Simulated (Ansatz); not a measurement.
System: C$_{2}$H$_{5}$BF$_{2}$O, net charge 0, singlet state. SMILES: CCOB(F)F
Geometry from a B3LYP-D3(BJ)/def2-TZVP (Ansatz, a first-principles code) optimisation:
```
C
H 1 1.0897
H 1 1.0915 2 108.42
O 1 1.4385 2 105.71 3 -117.54
B 4 1.3392 1 122.40 2 146.61
F 5 1.3262 4 119.60 1 178.76
F 5 1.3350 6 117.54 4 -179.85
C 1 1.5143 2 111.06 3 122.30
H 8 1.0905 1 110.63 2 60.59
H 8 1.0913 9 108.64 1 -121.96
H 8 1.0918 9 108.48 10 -117.34
```
Charge 0, spin multiplicity 1.

Wanted: atomisation energy (electronic, to ground-state atoms), in kcal/mol. Cores are frozen in the correlated levels unless marked. UHF or UKS for open shells. No spin-orbit coupling. Non-relativistic. The coupled-cluster limit lacks core correlation, which all-electron functionals hold. CBS marks a two-point X^-3 extrapolation of the correlation energy; Hartree-Fock from the larger set.

```json
[
 {"level": "r2SCAN-D4/def2-TZVPD", "program": "Ansatz + dftd4", "atomisation energy (kcal/mol)": "1141.5"},
 {"level": "HSE06/def2-TZVPD", "program": "Ansatz", "atomisation energy (kcal/mol)": "1136.1"},
 {"level": "wB97M-V/def2-TZVPD", "program": "Ansatz", "atomisation energy (kcal/mol)": "(withheld)"},
 {"level": "SCS-MP2/6-31G", "program": "Ansatz", "atomisation energy (kcal/mol)": "973.9"},
 {"level": "CCSD/cc-pVQZ", "program": "Ansatz", "atomisation energy (kcal/mol)": "(withheld)"},
 {"level": "CCSD(T)/CBS(aug-cc-pVTZ,aug-cc-pVQZ)", "program": "Ansatz", "atomisation energy (kcal/mol)": "1137.3"}
]
```

Problem. Fill in the missing entries.

Solution. 
- wB97M-V/def2-TZVPD, atomisation energy (kcal/mol): 1138.6
- CCSD/cc-pVQZ, atomisation energy (kcal/mol): 1109.8
